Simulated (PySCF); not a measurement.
XPS shifts beside NMR shieldings

Ortho-tolunitrile, C8H7N.
Structure used (PBE0-D3(BJ)/def2-SVP), in Å, numbered top down from 1:
```
atom  x, y, z in Å
C1     2.1899    1.0512   -0.0693
C2     0.7503    0.6492   -0.1676
C3    -0.2745    1.5962   -0.2174
C4    -1.6125    1.2163   -0.3073
C5    -1.9606   -0.1327   -0.3494
C6    -0.9630   -1.0987   -0.3023
C7     0.3819   -0.7129   -0.2125
C8     1.4001   -1.7184   -0.1672
N9     2.2322   -2.5255   -0.1312
H10    2.2966    2.1437   -0.0478
H11    2.6555    0.6396    0.8399
H12    2.7701    0.6628   -0.9209
H13   -0.0140    2.6570   -0.1849
H14   -2.3903    1.9825   -0.3449
H15   -3.0081   -0.4324   -0.4196
H16   -1.2116   -2.1611   -0.3345
```

Binding energies: delta-SCF UKS SCAN, pcX-2 on the ionised atom, pcseg-1 elsewhere, spin-free X2C (PySCF 2.14.0). Shieldings: GIAO HF/pcSseg-1, non-relativistic, same geometry.

```
atom  isotropic shielding (ppm)
  C1                      170.2
  C2                       36.6
  C3                       56.4
  C4                       48.2
  C5                       59.9
  C6                       46.4
  C7                       72.3
  C8                       68.2
```

Question: What are the C 1s binding energies of these atoms?

Answer: 
```json
{"atom": "C3", "environment": "aromatic CH carbon", "C 1s (eV)": "290.64", "isotropic shielding (ppm)": "56.4"}
{"atom": "C5", "environment": "aromatic CH carbon", "C 1s (eV)": "290.66", "isotropic shielding (ppm)": "59.9"}
{"atom": "C4", "environment": "aromatic CH carbon", "C 1s (eV)": "290.70", "isotropic shielding (ppm)": "48.2"}
{"atom": "C6", "environment": "aromatic CH carbon", "C 1s (eV)": "290.81", "isotropic shielding (ppm)": "46.4"}
{"atom": "C2", "environment": "substituted aromatic carbon", "C 1s (eV)": "291.00", "isotropic shielding (ppm)": "36.6"}
{"atom": "C1", "environment": "benzylic-type carbon", "C 1s (eV)": "291.10", "isotropic shielding (ppm)": "170.2"}
{"atom": "C7", "environment": "substituted aromatic carbon", "C 1s (eV)": "291.48", "isotropic shielding (ppm)": "72.3"}
{"atom": "C8", "environment": "nitrile carbon", "C 1s (eV)": "291.90", "isotropic shielding (ppm)": "68.2"}
```

Question: Among the listed atoms, is the one with the highest binding energy also the least shielded?

Answer: No. The highest binding energy is at C8 (291.90 eV, shielding 68.2 ppm), the lowest shielding at C2 (36.6 ppm, 291.00 eV).

Over these 8 sites the two quantities correlate at r = 0.22. By binding energy: C3 ≈ C5 ≈ C4 < C6 < C2 < C1 < C7 < C8. By shielding: C2 < C6 < C4 < C3 < C5 < C8 < C7 < C1.

The unrestricted hole states depart most from a pure doublet (⟨S²⟩ = 0.75; over 0.85 named) for C 1s of C2 (0.86) and C 1s of C8 (0.86), which makes these values less certain. Isolated species at its PBE0-D3(BJ)/def2-SVP geometry, gas phase.
